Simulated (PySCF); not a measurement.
PySCF 2.14 calculation with σ from GIAO-PBE0/pcSseg-1 and GFN2-xTB geometry; gas phase, one averaged value for each set of equivalent atoms, non-relativistic, one computed conformer.

Scale: $^{1}$H, $^{13}$C vs TMS (reference shieldings calculated alike). Acid and N–H amide carbonyl carbons lie up to 10 ppm further downfield in solution (hydrogen bonding). Shifts are as computed. Against solution values, carbons near 30 ppm lie about +3 ppm off and those near 130 ppm about +5 ppm; carbons on Cl a further +6 ppm (rms about the fit 2.1 ppm; single classes can miss by 10 ppm). Of 1328 compounds with measured shifts, 309 miss one by over three times the rms of a fit or turn the order of signals round; such compounds aren't used in these exercises. Signals without a measured value on file couldn't be tested in this way; 1H shifts scatter by 0.2 ppm about their fit, and single ones miss by 0.5 ppm. Carbons bonded to Cl come out too deshielded. OH and NH positions are gas-phase values without hydrogen bonding to other molecules.

Q: Order these molecules by the shift of their most shielded carbon, lowest δ first.
A. [H]/N=C\C=O
B. Cc1ccnnc1
C. C=NC=O

A: B (20.8 ppm, methyl carbon on an aromatic ring), C (146.4 ppm, C=N carbon), A (172.9 ppm, C=N carbon).

Q: Order these molecules by the shift of their most deshielded carbon-bound hydrogen, lowest δ first.
A. Cc1ccnnc1
B. C=C(C#CC#N)NC(C)=O
C. ClC[SiH]1[SiH2][SiH2][SiH2]1

A: C (3.30 ppm, hydrogen on an sp3 CH2 bonded to Cl and Si), B (5.34 ppm, hydrogen on a β carbon of an enol-ether or enamine type C=C), A (9.49 ppm, hydrogen on an aromatic CH next to a ring nitrogen).

Q: How many $^{13}$C and $^{1}$H signals does each give (equivalence by symmetry and fast rotation, but not about amide C–N or C=N bonds)? `[H]/N=C\C=O`, `C=NC=O`, `Cc1ccnnc1`, `ClC[SiH]1[SiH2][SiH2][SiH2]1`, `C=C(C#CC#N)NC(C)=O`

A: [H]/N=C\C=O: 2 C, 3 H; C=NC=O: 2 C, 3 H; Cc1ccnnc1: 5 C, 4 H; ClC[SiH]1[SiH2][SiH2][SiH2]1: 1 C, 6 H; C=C(C#CC#N)NC(C)=O: 7 C, 4 H.
